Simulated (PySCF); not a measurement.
First SCF of a structure search on triplet HfBr2, at a hand-made bent geometry. PySCF input:

```python
from pyscf import gto, scf, dft
mol = gto.M(atom='''
Hf     0.000000     0.000000     0.000000
Br     2.178900     0.000000     1.525700
Br    -2.178900     0.000000     1.525700''',
    basis={'Hf': 'def2-TZVP', 'Br': 'def2-TZVP'},
    ecp={'Hf': 'def2-TZVP'},
    charge=0, spin=2)
mf = dft.UKS(mol, xc='PBE0')
mf.grids.atom_grid = (50, 194)
aux = {'Hf': 'def2-universal-JKFIT', 'Br': 'def2-universal-JKFIT'}
mf = mf.density_fit(auxbasis=aux)
mf.conv_tol = 1e-08
mf.diis_space = 10
mf.max_cycle = 60
mf.init_guess = 'minao'
mf.verbose = 4
mf.kernel()
```

Excerpt of the output (cycles alone):

```
init E= -5175.5852772933
cycle= 1 E= -5195.70612922984  delta_E= -20.1  |g|= 0.414  |ddm|= 3.78
cycle= 2 E= -5195.66883563275  delta_E= 0.0373  |g|= 0.434  |ddm|= 0.972
cycle= 3 E= -5195.765065816  delta_E= -0.0962  |g|= 0.114  |ddm|= 0.596
cycle= 4 E= -5195.77381542703  delta_E= -0.00875  |g|= 0.0344  |ddm|= 0.16
cycle= 5 E= -5195.77461987527  delta_E= -0.000804  |g|= 0.00998  |ddm|= 0.0497
cycle= 6 E= -5195.77468610951  delta_E= -6.62e-05  |g|= 0.00167  |ddm|= 0.014
cycle= 7 E= -5195.77470143342  delta_E= -1.53e-05  |g|= 0.000915  |ddm|= 0.011
cycle= 8 E= -5195.77470527449  delta_E= -3.84e-06  |g|= 0.00038  |ddm|= 0.00544
cycle= 9 E= -5195.77470656311  delta_E= -1.29e-06  |g|= 0.000108  |ddm|= 0.00456
cycle= 10 E= -5195.77470663901  delta_E= -7.59e-08  |g|= 4.97e-05  |ddm|= 0.00107
cycle= 11 E= -5195.77470664364  delta_E= -4.63e-09  |g|= 2.16e-05  |ddm|= 0.000209
Extra cycle  E= -5195.77470664385  delta_E= -2.07e-10  |g|= 2.63e-05  |ddm|= 6.88e-05
converged SCF energy = -5195.77470664385  <S^2> = 2.0048037  2S+1 = 3.0032008
```

No lower solution of this spin was found from smeared starts or by a stability analysis within the unrestricted form.

Other spin states or occupations of the open shell can lie lower. Spin–orbit coupling, left out here, can matter for elements this heavy.

The search for the lowest solution, 3 starts and the stability check together, took 39 s on 4 threads of a shared Arm Neoverse V1 host, with 136 basis functions; the process peaked at 0.5 GiB.
